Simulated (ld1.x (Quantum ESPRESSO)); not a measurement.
Plane-wave convergence, ultrasoft potential for magnesium (Mg)

- Element: Mg (Z = 12)
- Generator: ld1.x (Quantum ESPRESSO) 7.5
- Type: ultrasoft
- Functional: LDA (PZ)
- Relativity: non-relativistic
- Frozen core: [He] 2s2
- Valence charge: 8
- Reference configuration: 2p6 3s2 3p0
- Partial waves: 3s (bound): rcut 1.80, rcutus 2.35 bohr; 3s channel at 0.65 Ry: rcut 1.80, rcutus 2.35 bohr; 2p (bound): rcut 1.15, rcutus 1.50 bohr; 3p (bound, empty): rcut 1.15, rcutus 1.50 bohr; 3d channel at -0.15 Ry: rcut 1.45, rcutus 2.00 bohr
- Local potential: all-electron potential smoothed inside 1.50 bohr (lloc = -1)
- Core correction: none
- Augmentation charge: PSQ, inside the norm-conserving radii

The pseudo-atom Hamiltonian at the reference potential is diagonalised in spherical Bessel functions j_l(qr) that vanish at 20 bohr, with q² up to the cutoff. All-electron valence levels (Ry): 3s -0.3513, 2p -3.4365, 3p -0.1018.

How do the lowest levels (Ry) of each channel move with the cutoff, and are there ghosts?

```csv
cutoff (Ry),s #1,p #1,p #2,p #3,d #1,d #2,f #1,Σ f·Δε (mRy)
8,-0.3513,-2.8285,-0.0496,0.0606,0.0549,0.1345,0.1094,3647.9
10,-0.3513,-3.0655,-0.0561,0.0583,0.0548,0.1344,0.1094,2226.3
15,-0.3513,-3.3427,-0.0657,0.0553,0.0548,0.1343,0.1094,562.8
21,-0.3513,-3.4100,-0.0698,0.0541,0.0548,0.1342,0.1094,159.1
25,-0.3513,-3.4275,-0.0722,0.0534,0.0548,0.1342,0.1094,53.9
30,-0.3513,-3.4340,-0.0750,0.0527,0.0548,0.1342,0.1094,15.2
40,-0.3513,-3.4361,-0.0833,0.0505,0.0548,0.1342,0.1094,2.3
50,-0.3513,-3.4362,-0.0968,0.0473,0.0548,0.1342,0.1094,1.7
55,-0.3513,-3.4364,-0.0999,0.0466,0.0548,0.1342,0.1094,1.0
60,-0.3513,-3.4364,-0.1010,0.0464,0.0548,0.1342,0.1094,0.5
80,-0.3513,-3.4365,-0.1014,0.0463,0.0548,0.1342,0.1094,0.2
400,-0.3513,-3.4365,-0.1017,0.0462,0.0548,0.1342,0.1094,0.0
```

Result: no extra level below or beside the all-electron valence levels (s, p, d, f tested); 10 mRy is reached at 35 Ry and 1 mRy at 60 Ry.

The cutoffs count occupied waves only; the empty 3p level needs 50 Ry at the loose tolerance. Test run stopped at test 4 of 9 (negative rho).
